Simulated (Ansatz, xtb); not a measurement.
**C2H9AlN2: where a starting geometry ends**

The starting geometry of this gas-phase singlet was built from a drawn formula by distance geometry and a force field; its bonds are those of `[CH3][AlH][CH](N)N`.

```xyz
14

C     0.1529   -1.4447   -0.8896
C     0.2628    0.1939    2.1037
Al   -0.7581   -0.4721    0.4894
N    -0.3467   -0.3723    3.3238
N     1.6503   -0.1917    1.9961
H    -0.2158   -2.4800   -0.9838
H     1.2579   -1.5835   -0.6227
H     0.1050   -0.9494   -1.8814
H    -2.3398   -0.1714    0.3834
H     0.1932    1.3167    2.1483
H     0.1872    0.0080    4.1916
H    -1.3136   -0.0105    3.4082
H     1.7444   -1.2497    2.0969
H     2.1705    0.2872    2.8057
```

Predict what becomes of its bonds when it is optimised with r2SCAN-D4/def2-SVP.

A new bond forms, giving a structure given below by its coordinates. Contacts that close: Al3–N4 (2.87 → 2.00 Å).

The energy falls by 0.94 eV over 21 steps:

```csv
step,E − E(last) (eV)
1,0.938
3,0.653
5,0.623
8,0.319
10,0.172
12,0.070
14,0.021
17,0.001
19,0.000
21,0.000
```

Final geometry (Å):

```json
{"atom": "C", "x (Å)": "-0.0173", "y (Å)": "-1.6963", "z (Å)": "-0.4513"}
{"atom": "C", "x (Å)": "0.4331", "y (Å)": "0.5937", "z (Å)": "1.9940"}
{"atom": "Al", "x (Å)": "-0.7435", "y (Å)": "-0.2245", "z (Å)": "0.6347"}
{"atom": "N", "x (Å)": "-0.4894", "y (Å)": "-0.5851", "z (Å)": "2.5875"}
{"atom": "N", "x (Å)": "1.8154", "y (Å)": "0.4251", "z (Å)": "2.1519"}
{"atom": "H", "x (Å)": "-0.7469", "y (Å)": "-2.5163", "z (Å)": "-0.5737"}
{"atom": "H", "x (Å)": "0.8983", "y (Å)": "-2.1435", "z (Å)": "-0.0246"}
{"atom": "H", "x (Å)": "0.2429", "y (Å)": "-1.3613", "z (Å)": "-1.4711"}
{"atom": "H", "x (Å)": "-2.1420", "y (Å)": "0.4758", "z (Å)": "0.3252"}
{"atom": "H", "x (Å)": "0.0717", "y (Å)": "1.5022", "z (Å)": "2.5009"}
{"atom": "H", "x (Å)": "0.0807", "y (Å)": "-1.3843", "z (Å)": "2.8712"}
{"atom": "H", "x (Å)": "-1.0840", "y (Å)": "-0.3133", "z (Å)": "3.3723"}
{"atom": "H", "x (Å)": "2.2538", "y (Å)": "-0.2635", "z (Å)": "1.5493"}
{"atom": "H", "x (Å)": "2.1775", "y (Å)": "0.3716", "z (Å)": "3.1037"}
```

From the same start GFN2-xTB reaches the same bonding as this run.

The end wasn't checked by frequencies. Run with Ansatz 0.2.0, 31 s on 2 threads of Intel(R) Xeon(R) 6975P-C (Granite Rapids), on a shared host.
